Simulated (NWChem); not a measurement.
# C₃Cl₃F; SMILES C(=C(Cl)Cl)=C(Cl)F

Program: NWChem. Pople sets run with spherical d functions. Coordinates come from a PBE0/def2-SVP optimisation. Level: M06-2X/6-31G* with SMD (1 M gas to 1 M solution), gas-phase geometry.

For solvent water:

```yaml
solvation free energy (kcal/mol): 2.8
cavity-dispersion-structure term (kcal/mol): 3.6
```

Task: What are these values for solvent toluene?

Result: 
| Item | Value |
|---|---|
| solvation free energy (kcal/mol) | -3.0 |
| cavity-dispersion-structure term (kcal/mol) | -2.6 |
